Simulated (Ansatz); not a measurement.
Species: LiOH, charge 0, singlet. LiOH (SMILES [Li][OH]).
B3LYP-D3(BJ)/def2-TZVP minimum from Ansatz (an electronic-structure program):
```xyz
3

Li     0.0000     0.0000    -1.2587
O      0.0000     0.0000     0.3139
H      0.0000     0.0000     1.2652
```

Quantity: atomisation energy (electronic, to ground-state atoms), in kcal/mol. Open shells are spin-unrestricted; no spin-orbit coupling. Correlated methods leave the cores frozen. No relativity. CBS(X,Y): correlation extrapolated as X^-3, Hartree-Fock from the larger set. A bracket is a step between two methods taken in the basis named. Double hybrids freeze cores in their MP2 part. Full CI freezes restricted core orbitals, also for open shells; the composite that ends in it estimates full CI at the basis-set limit. For partners of very few electrons the exact lower level stands in for a higher one.

CCSD(T)/CBS(def2-TZVPP,def2-QZVPP) + [CCSDT(Q) - CCSD(T)]/def2-QZVPP + [FCI - CCSDT(Q)]/def2-SVP (Ansatz) gives 212.1 kcal/mol.

Question: What does PBE/def2-TZVPD (Ansatz) give here, and how do the other levels compare?

Answer: PBE gives 211.9 kcal/mol, 0.2 kcal/mol below it. Differences of the others: B3LYP/def2-TZVPD (Ansatz) -3.2; PBE0/def2-TZVPD (Ansatz) -9.7; wB97M-V/def2-TZVPD (Ansatz) -0.6; B2PLYP/def2-TZVPD (Ansatz) -4.3; CCSD(T)/CBS(def2-TZVPP,def2-QZVPP) (Ansatz) -0.1 kcal/mol. Nearer than PBE: CCSD(T)/CBS(def2-TZVPP,def2-QZVPP).
